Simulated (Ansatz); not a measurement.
Complex (SMILES): F (HF) with [H][H] (H2), atoms 1 to 2 the first; geometry from B3LYP-D3(BJ)/def2-TZVP, monomers rigid:
```xyz
4

F     -0.0503     0.0090    -0.4113
H     -0.1533    -0.6305     0.2513
H     -0.6250    -2.1461     1.4219
H     -0.1185    -1.7955     1.8432
```

Basis-set convergence of the counterpoise-corrected interaction energy at CCSD(T) with Ansatz (an electronic-structure program). Cartesian d functions, on some or all atoms, in 6-31G*, 6-31+G*; all else is spherical. Cores are frozen. No added dispersion term, no relativity. Functions are those of the species that has most. Reference: Hartree-Fock in aug-cc-pVQZ plus the correlation part extrapolated as X^-3 from aug-cc-pVTZ and aug-cc-pVQZ, -1.08 kcal/mol, itself unsure by roughly 0.01 kcal/mol (a third of the extrapolation step and of the last Hartree-Fock step). Deviations are taken from unrounded values.

```json
[
 {"basis": "6-31G*", "functions": "21", "counterpoise-corrected interaction energy (kcal/mol)": "0.76"},
 {"basis": "6-31+G*", "functions": "25", "counterpoise-corrected interaction energy (kcal/mol)": "0.35"},
 {"basis": "cc-pVDZ", "functions": "29", "counterpoise-corrected interaction energy (kcal/mol)": "-0.03"},
 {"basis": "aug-cc-pVDZ", "functions": "50", "counterpoise-corrected interaction energy (kcal/mol)": "-0.79"},
 {"basis": "def2-SVP", "functions": "29", "counterpoise-corrected interaction energy (kcal/mol)": "-0.04"},
 {"basis": "def2-SVPD", "functions": "47", "counterpoise-corrected interaction energy (kcal/mol)": "-0.72"},
 {"basis": "pcseg-1", "functions": "29", "counterpoise-corrected interaction energy (kcal/mol)": "0.21"},
 {"basis": "aug-pcseg-1", "functions": "50", "counterpoise-corrected interaction energy (kcal/mol)": "-0.43"},
 {"basis": "6-311G**", "functions": "36", "counterpoise-corrected interaction energy (kcal/mol)": "-0.04"},
 {"basis": "6-311+G**", "functions": "40", "counterpoise-corrected interaction energy (kcal/mol)": "-0.39"},
 {"basis": "def2-TZVP", "functions": "49", "counterpoise-corrected interaction energy (kcal/mol)": "-0.28"},
 {"basis": "def2-TZVPD", "functions": "67", "counterpoise-corrected interaction energy (kcal/mol)": "-0.62"},
 {"basis": "cc-pVTZ", "functions": "72", "counterpoise-corrected interaction energy (kcal/mol)": "-0.65"},
 {"basis": "aug-cc-pVTZ", "functions": "115", "counterpoise-corrected interaction energy (kcal/mol)": "-0.99"},
 {"basis": "pcseg-2", "functions": "72", "counterpoise-corrected interaction energy (kcal/mol)": "-0.76"},
 {"basis": "aug-pcseg-2", "functions": "115", "counterpoise-corrected interaction energy (kcal/mol)": "-0.90"},
 {"basis": "def2-TZVPP", "functions": "73", "counterpoise-corrected interaction energy (kcal/mol)": "-0.74"},
 {"basis": "def2-TZVPPD", "functions": "91", "counterpoise-corrected interaction energy (kcal/mol)": "-0.90"},
 {"basis": "cc-pVQZ", "functions": "145", "counterpoise-corrected interaction energy (kcal/mol)": "-0.91"},
 {"basis": "aug-cc-pVQZ", "functions": "218", "counterpoise-corrected interaction energy (kcal/mol)": "-1.04"},
 {"basis": "def2-QZVPP", "functions": "147", "counterpoise-corrected interaction energy (kcal/mol)": "-0.96"},
 {"basis": "def2-QZVPPD", "functions": "165", "counterpoise-corrected interaction energy (kcal/mol)": "-1.00"},
 {"basis": "pcseg-3", "functions": "159", "counterpoise-corrected interaction energy (kcal/mol)": "-0.99"},
 {"basis": "aug-pcseg-3", "functions": "232", "counterpoise-corrected interaction energy (kcal/mol)": "-1.02"}
]
```

What the diffuse functions change, pair by pair:
- 6-31G* to 6-31+G*: 4 more functions, deviation 1.83 to 1.42 kcal/mol
- cc-pVDZ to aug-cc-pVDZ: 21 more functions, deviation 1.05 to 0.29 kcal/mol
- def2-SVP to def2-SVPD: 18 more functions, deviation 1.04 to 0.35 kcal/mol
- pcseg-1 to aug-pcseg-1: 21 more functions, deviation 1.29 to 0.64 kcal/mol
- 6-311G** to 6-311+G**: 4 more functions, deviation 1.04 to 0.69 kcal/mol
- def2-TZVP to def2-TZVPD: 18 more functions, deviation 0.79 to 0.46 kcal/mol
- cc-pVTZ to aug-cc-pVTZ: 43 more functions, deviation 0.43 to 0.09 kcal/mol
- pcseg-2 to aug-pcseg-2: 43 more functions, deviation 0.31 to 0.18 kcal/mol
- def2-TZVPP to def2-TZVPPD: 18 more functions, deviation 0.34 to 0.18 kcal/mol
- cc-pVQZ to aug-cc-pVQZ: 73 more functions, deviation 0.17 to 0.03 kcal/mol
- def2-QZVPP to def2-QZVPPD: 18 more functions, deviation 0.12 to 0.08 kcal/mol
- pcseg-3 to aug-pcseg-3: 73 more functions, deviation 0.09 to 0.06 kcal/mol

Leaving out the reference's own pair, they bring the value nearer the reference by more than 0.01 kcal/mol in 11 of 11 pairs.
